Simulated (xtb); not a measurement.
xtb input (GFN2-xTB):

```bash
xtb mol.xyz --gfn 2 --sp --chrg 0 --uhf 0
```
mol.xyz:
```
14

F     -2.81483226    -0.74722717     0.13039855
C     -1.63410226    -0.39591807    -0.37828694
F     -1.80897369     0.63843262    -1.20165294
F     -1.14523118    -1.42766289    -1.06923123
C     -0.67549024    -0.01945831     0.79016995
F     -0.43510202    -1.13868581     1.49806497
F     -1.32458688     0.86128935     1.57720002
C      0.69250244     0.64864073     0.42513505
F      0.45502417     1.87549023    -0.07488140
F      1.36883839     0.77531655     1.58400612
C      1.62072159    -0.09895507    -0.57759133
F      2.80830113     0.50567858    -0.59696467
F      1.10495711    -0.06184066    -1.80783758
F      1.78918421    -1.37033031    -0.21205301
```

End of the output:

```
         :::::::::::::::::::::::::::::::::::::::::::::::::::::
         ::                     SUMMARY                     ::
         :::::::::::::::::::::::::::::::::::::::::::::::::::::
         :: total energy             -55.852928498818 Eh    ::
         :: gradient norm              0.019702586764 Eh/a0 ::
         :: HOMO-LUMO gap             10.677768846286 eV    ::
         ::.................................................::
         :: SCC energy               -55.993593294875 Eh    ::
         :: -> isotropic ES            0.133669689294 Eh    ::
         :: -> anisotropic ES          0.015117324615 Eh    ::
         :: -> anisotropic XC         -0.069243448780 Eh    ::
         :: -> dispersion             -0.011132515615 Eh    ::
         :: repulsion energy           0.140664796057 Eh    ::
         :: add. restraining           0.000000000000 Eh    ::
         :: total charge              -0.000000000000 e     ::
         :::::::::::::::::::::::::::::::::::::::::::::::::::::

           -------------------------------------------------
          |                Property Printout                |
           -------------------------------------------------

    * Orbital Energies and Occupations

         #    Occupation            Energy/Eh            Energy/eV
      -------------------------------------------------------------
         1        2.0000           -0.9527505             -25.9257
       ...           ...                  ...                  ...
        31        2.0000           -0.6062044             -16.4957
        32        2.0000           -0.6060672             -16.4919
        33        2.0000           -0.6048291             -16.4582
        34        2.0000           -0.6043015             -16.4439
        35        2.0000           -0.6020789             -16.3834
        36        2.0000           -0.6008170             -16.3491
        37        2.0000           -0.6001712             -16.3315
        38        2.0000           -0.5997282             -16.3194
        39        2.0000           -0.5986856             -16.2911
        40        2.0000           -0.5980621             -16.2741
        41        2.0000           -0.5825285             -15.8514
        42        2.0000           -0.5579083             -15.1815
        43        2.0000           -0.5400185             -14.6947 (HOMO)
        44                         -0.1476177              -4.0169 (LUMO)
        45                         -0.1174550              -3.1961
        46                         -0.1116043              -3.0369
        47                         -0.0682507              -1.8572
        48                         -0.0590013              -1.6055
        49                         -0.0362742              -0.9871
        50                          0.0170962               0.4652
        51                          0.0311922               0.8488
        52                          0.0320326               0.8717
        53                          0.0660797               1.7981
        54                          0.0893592               2.4316
       ...                                ...                  ...
        56                          0.1286216               3.5000
      -------------------------------------------------------------
                  HL-Gap            0.3924008 Eh           10.6778 eV
             Fermi-level           -0.3438181 Eh           -9.3558 eV

     #   Z          covCN         q      C6AA      α(0)
     1   9 F        0.790    -0.148    10.707     3.865
     2   6 C        3.328     0.483    17.442     6.632
     3   9 F        0.789    -0.162    10.851     3.891
     4   9 F        0.789    -0.166    10.885     3.897
     5   6 C        3.517     0.311    17.034     6.091
     6   9 F        0.788    -0.163    10.861     3.893
     7   9 F        0.789    -0.156    10.792     3.880
     8   6 C        3.517     0.311    17.034     6.091
     9   9 F        0.788    -0.163    10.861     3.893
    10   9 F        0.789    -0.156    10.792     3.880
    11   6 C        3.328     0.483    17.442     6.632
    12   9 F        0.790    -0.148    10.707     3.865
    13   9 F        0.789    -0.166    10.885     3.897
    14   9 F        0.789    -0.162    10.851     3.891

 Mol. C6AA /au·bohr⁶  :       2421.254862
 Mol. C8AA /au·bohr⁸  :      50147.843201
 Mol. α(0) /au        :         64.299657

Wiberg/Mayer (AO) data.
largest (>0.10) Wiberg bond orders for each atom

 ---------------------------------------------------------------------------
     #   Z sym  total        # sym  WBO       # sym  WBO       # sym  WBO
 ---------------------------------------------------------------------------
     1   9 F    1.123 --     2 C    0.984
     2   6 C    3.883 --     1 F    0.984     3 F    0.976     4 F    0.973
                             5 C    0.894
     3   9 F    1.111 --     2 C    0.976
     4   9 F    1.108 --     2 C    0.973
     5   6 C    3.897 --     7 F    0.981     6 F    0.980     8 C    0.907
                             2 C    0.894
     6   9 F    1.098 --     5 C    0.980
     7   9 F    1.103 --     5 C    0.981
     8   6 C    3.897 --    10 F    0.981     9 F    0.980     5 C    0.907
                            11 C    0.894
     9   9 F    1.098 --     8 C    0.980
    10   9 F    1.103 --     8 C    0.981
    11   6 C    3.883 --    12 F    0.984    14 F    0.976    13 F    0.973
                             8 C    0.894
    12   9 F    1.123 --    11 C    0.984
    13   9 F    1.108 --    11 C    0.973
    14   9 F    1.111 --    11 C    0.976
 ---------------------------------------------------------------------------

Topologies differ in total number of bonds
Writing topology from bond orders to xtbtopo.mol

molecular dipole:
                 x           y           z       tot (Debye)
 q only:       -0.001      -0.034      -0.065
   full:       -0.001      -0.045      -0.087       0.249
molecular quadrupole (traceless):
                xx          xy          yy          xz          yz          zz
 q only:        0.249      -0.125       0.092       0.054      -0.304      -0.341
  q+dip:        1.317       0.461      -1.231      -0.253       0.799      -0.086
   full:        0.791       0.198      -0.686      -0.112       0.407      -0.104

           -------------------------------------------------
          | TOTAL ENERGY              -55.852928498818 Eh   |
          | GRADIENT NORM               0.019702586764 Eh/α |
          | HOMO-LUMO GAP              10.677768846286 eV   |
Note: The following floating-point exceptions are signalling: IEEE_DENORMAL
normal termination of xtb
           -------------------------------------------------

------------------------------------------------------------------------
------------------------------------------------------------------------
 total:
 SCF:
```
